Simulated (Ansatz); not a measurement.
Two isomers of CH5FOSeSi: A = `F[SiH2]OC[SeH]`, B = `CO[SiH](F)[SeH]`.

Isolated molecules relaxed with PBE0-D4/def2-TZVP in Ansatz; ΔE leaves out vibrations. CCSD(T)/CBS adds triple-zeta CCSD(T) − MP2 to the extrapolated MP2 energy (def2 sets, frozen cores). DFT in def2-TZVPP. B3LYP here is the variant with VWN-RPA as its local correlation; programs differ in this. For Se outer-core shells are correlated without core-valence functions, which leaves a few kJ/mol of doubt a bond. Scalar relativity is left out up to krypton. Each species was taken in one conformer, which may not be the lowest.

Q: Which is lower in electronic energy at CCSD(T)/CBS, and by how much? (An estimate is asked.)

A: Computed: B, by 104.7 kJ/mol.

Q: Give E(B) − E(A) in kJ/mol with ωB97M-V, PBE0-D4, B3LYP, B3LYP-D4, CCSD(T)/def2-SVP, HF/def2-TZVPP, BLYP-D4. (Estimate.)

A: The calculation gave: ωB97M-V -104.3, PBE0-D4 -106.0, B3LYP -101.6, B3LYP-D4 -100.7, CCSD(T)/def2-SVP -97.4, HF/def2-TZVPP -108.3, BLYP-D4 -95.6. None reverses the order clearly.

Q: Does the order hold for the free energy at 298.15 K (harmonic terms from PBE0-D4)? (Best estimate.)

A: Ansatz gave: Yes: G(B) − G(A) = -101.0 kJ/mol, for one conformer each. Modes under 60 cm⁻¹, often nearly free rotors, make the harmonic entropy too high.

Largest T1 diagnostic: 0.011.

Leaving LDA and LC-ωPBE aside and taking each functional with its dispersion term where it has one, the values, not all of them listed here, spread over 13.7 kJ/mol, from r2SCAN0-D4 to BLYP-D4. From PBE to PBE0 (25 % exact exchange), in def2-TZVPP and without D4, E(B) − E(A) moves by −4.7 kJ/mol.
